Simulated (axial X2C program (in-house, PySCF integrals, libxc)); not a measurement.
## ErS: the levels of the configuration f11 s1

Computed with an in-house all-electron X2C program for linear molecules (integrals from PySCF): two-component X2C with atomic mean-field Coulomb and Gaunt terms, basis Er dyall-v3z, S dyall-av3z (cores contracted in-house). Orbitals come from Hartree–Fock averaged over the configuration Er f11 s1; CI then distributes these electrons over the f, s shells of Er.

R = 2.302 Å (near the minimum of the configuration average).

Active spinors (ω > 0):

```tsv
shell	ω	ε (eV)	character
f	5/2	-16.42	100% Er f
f	3/2	-16.31	100% Er f
f	1/2	-16.21	100% Er f
f	7/2	-15.29	100% Er f
f	5/2	-15.21	100% Er f
f	3/2	-15.12	100% Er f
f	1/2	-15.06	99% Er f
s	1/2	-3.54	59% Er s, 19% Er p, 9% Er d
```

Lowest levels of this model:

```csv
Ω,energy (cm⁻¹),g∥,μ (D),configuration
0,0,0.00,-7.68,100% f11 s1
1,4,2.50,-7.68,100% f11 s1
2,18,5.00,-7.68,100% f11 s1
3,49,7.52,-7.67,100% f11 s1
4,106,10.05,-7.67,100% f11 s1
5,200,12.56,-7.67,100% f11 s1
6,333,15.05,-7.67,100% f11 s1
7,499,17.51,-7.67,100% f11 s1
8,663,19.96,-7.66,100% f11 s1
0,941,0.00,-7.68,100% f11 s1
1,952,2.31,-7.68,100% f11 s1
2,984,4.61,-7.68,100% f11 s1
3,1040,6.91,-7.67,100% f11 s1
4,1120,9.20,-7.67,100% f11 s1
5,1224,11.48,-7.68,100% f11 s1
6,1348,13.77,-7.68,100% f11 s1
7,1480,16.08,-7.66,100% f11 s1
0,6469,0.00,-7.67,100% f11 s1
1,6478,2.36,-7.67,100% f11 s1
2,6507,4.74,-7.67,100% f11 s1
3,6555,7.16,-7.67,100% f11 s1
4,6626,9.56,-7.67,100% f11 s1
5,6725,11.88,-7.67,100% f11 s1
0,6814,0.00,-7.67,100% f11 s1
1,6828,2.10,-7.67,100% f11 s1
6,6860,14.11,-7.67,100% f11 s1
2,6869,4.18,-7.67,100% f11 s1
3,6937,6.23,-7.67,100% f11 s1
7,7022,16.33,-7.66,100% f11 s1
4,7034,8.28,-7.67,100% f11 s1
```

g∥ is the magnitude of 2⟨Lz + ge Sz⟩ for the +Ω component. μ is positive if the S end is positive.

This point took 4.7 s on 1 thread of Intel(R) Xeon(R) 6975P-C (Granite Rapids) (shared host).

There is no dynamic correlation: spin–orbit spacings and, for f shells, spacings inside one term are the most reliable numbers, splittings between terms come out too wide, and energies between configurations are not reliable, so the lowest level need not be the ground state of the molecule. At most 4 roots were kept for each Ω > 0 (twice that for Ω = 0) within 2.2 eV of the lowest, so higher up levels can be missing between those listed; levels with Ω > 0 are doubly degenerate and listed once, Ω = 0 levels singly.
